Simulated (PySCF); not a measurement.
A structure optimised at PBE-D3(BJ)/def2-SVPD, used in a PySCF frequency run:

```xyz
3

Mg     0.0000     0.0000    -1.0771
Br     0.0000     2.2044     0.1846
Br     0.0000    -2.2044     0.1846
```
Charge -1, spin multiplicity 2.

Write its SMILES, formula and point group.

[Br][Mg-][Br], Br2Mg, C2v

What are its rotational constants (standard atomic weights)?

15.048, 0.65077, 0.62380 GHz
